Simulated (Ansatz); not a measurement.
C3H4F4O (`FCC(F)OC(F)F`) at its PBE0-D4/def2-TZVP geometry, where that method's forces vanish. Charge 0, multiplicity 1.

```tsv
atom	x (Å)	y (Å)	z (Å)
F1	0.066	2.390	-0.410
C2	-0.933	1.454	-0.476
C3	-0.497	0.204	0.248
F4	-1.596	-0.620	0.365
O5	0.475	-0.428	-0.506
C6	1.167	-1.422	0.134
F7	1.974	-0.897	1.083
F8	1.934	-2.005	-0.785
H9	-1.830	1.850	0.005
H10	-1.140	1.217	-1.523
H11	-0.139	0.423	1.259
H12	0.518	-2.166	0.607
```

Q: For each bond, give half the difference of the two atoms' forces along it (eV/Å; positive pushes the atoms apart) under PBE-D4, r2SCAN-D4, B3LYP-D4, ωB97M-V in def2-TZVPP. (An estimate is asked.)

A: Ansatz gave: 
| bond | length (Å) | PBE-D4 | r2SCAN-D4 | B3LYP-D4 | ωB97M-V |
| --- | --- | --- | --- | --- | --- |
| F1–C2 | 1.371 | 0.52 | 0.35 | 0.41 | 0.29 |
| C2–C3 | 1.509 | -0.13 | -0.06 | -0.04 | 0.02 |
| C2–H9 | 1.092 | 0.06 | -0.08 | -0.15 | -0.15 |
| C2–H10 | 1.093 | 0.08 | -0.08 | -0.14 | -0.14 |
| C3–F4 | 1.377 | 0.57 | 0.33 | 0.37 | 0.21 |
| C3–O5 | 1.384 | 0.22 | 0.19 | 0.15 | 0.14 |
| C3–H11 | 1.095 | 0.02 | -0.14 | -0.21 | -0.21 |
| O5–C6 | 1.370 | 0.28 | 0.18 | 0.11 | 0.11 |
| C6–F7 | 1.351 | 0.56 | 0.28 | 0.33 | 0.18 |
| C6–F8 | 1.331 | 0.55 | 0.25 | 0.28 | 0.20 |
| C6–H12 | 1.094 | -0.09 | -0.20 | -0.25 | -0.24 |

B3LYP here is the variant with VWN-RPA as its local correlation; programs differ in this.
